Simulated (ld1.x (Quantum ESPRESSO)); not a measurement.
Logarithmic derivatives: iron, ultrasoft

iron (Fe), ultrasoft, made with ld1.x (Quantum ESPRESSO) 7.5 (PBE, scalar-relativistic). Core [Ne] 3s2, reference 3p6 3d6 4s2 4p0. Waves: 4s (bound): rcut 2.65, rcutus 3.05 bohr; 4s channel at 0.05 Ry: rcut 2.65, rcutus 3.05 bohr; 3p (bound): rcut 1.35, rcutus 1.60 bohr; 4p (bound, empty): rcut 1.35, rcutus 1.60 bohr; 3d (bound): rcut 1.00, rcutus 1.40 bohr; 3d channel at 1.85 Ry: rcut 1.00, rcutus 1.40 bohr. Local part: all-electron potential smoothed inside 2.40 bohr (lloc = -2). Core correction: none. Augmentation charge: PSQ, inside the norm-conserving radii.

The phase is arctan(r·u′/u) with u = r·R(r), unwrapped; energies in Ry, scanned from -6 to 5 Ry. A pole is an energy at which the radial function vanishes at the test radius. The pseudo phase is shifted by a multiple of π to meet the all-electron one at the reference energy, and phase errors are pseudo minus all-electron; the curves can meet again beyond the range given. Levels narrower than the energy grid can be missing from the lists of poles.

Q: For each channel, where are the poles, and over which energies does the pseudopotential scatter like the atom?

A:

```csv
channel,radius (bohr),reference energy (Ry),"poles, all-electron","poles, pseudo",unbroken range about the reference energy with phases within 0.05 rad,phase error 1 Ry above the reference energy (rad)
s,3.31,-0.39,"0.30, 4.88","0.30, 3.51",below 1.8,-0.000
p,3.31,-0.10,1.02,1.02,below 2.7,+0.001
d,3.31,-0.55,"-0.51, 2.34","-0.51, 2.34",below 4.2,+0.001
```

Phases in the s channel:

| E (Ry) | all-electron | pseudo |
| --- | --- | --- |
| -6.00 | 1.442 | 1.442 |
| -5.74 | 1.439 | 1.438 |
| -5.48 | 1.435 | 1.435 |
| -5.22 | 1.431 | 1.431 |
| -4.96 | 1.427 | 1.427 |
| -4.70 | 1.423 | 1.423 |
| -4.44 | 1.418 | 1.418 |
| -4.18 | 1.412 | 1.412 |
| -3.92 | 1.406 | 1.406 |
| -3.66 | 1.399 | 1.399 |
| -3.40 | 1.391 | 1.391 |
| -3.14 | 1.382 | 1.382 |
| -2.88 | 1.371 | 1.371 |
| -2.62 | 1.359 | 1.358 |
| -2.36 | 1.343 | 1.342 |
| -2.10 | 1.323 | 1.322 |
| -1.84 | 1.296 | 1.296 |
| -1.58 | 1.258 | 1.258 |
| -1.32 | 1.199 | 1.199 |
| -1.06 | 1.092 | 1.092 |
| -0.80 | 0.838 | 0.838 |
| -0.54 | -0.047 | -0.048 |
| -0.28 | -1.104 | -1.104 |
| -0.02 | -1.419 | -1.419 |
| 0.24 | -1.549 | -1.549 |
| 0.50 | -1.627 | -1.628 |
| 0.76 | -1.689 | -1.689 |
| 1.02 | -1.748 | -1.750 |
| 1.28 | -1.817 | -1.822 |
| 1.54 | -1.915 | -1.929 |
| 1.80 | -2.083 | -2.132 |
| 2.06 | -2.455 | -2.675 |
| 2.32 | -3.296 | -3.753 |
| 2.58 | -4.019 | -4.286 |
| 2.84 | -4.315 | -4.488 |
| 3.10 | -4.454 | -4.596 |
| 3.36 | -4.533 | -4.671 |
| 3.62 | -4.585 | -4.741 |
| 3.88 | -4.623 | -4.828 |
| 4.14 | -4.652 | -4.994 |
| 4.40 | -4.676 | -5.703 |
| 4.66 | -4.697 | -7.273 |
| 4.92 | -4.715 | -7.584 |
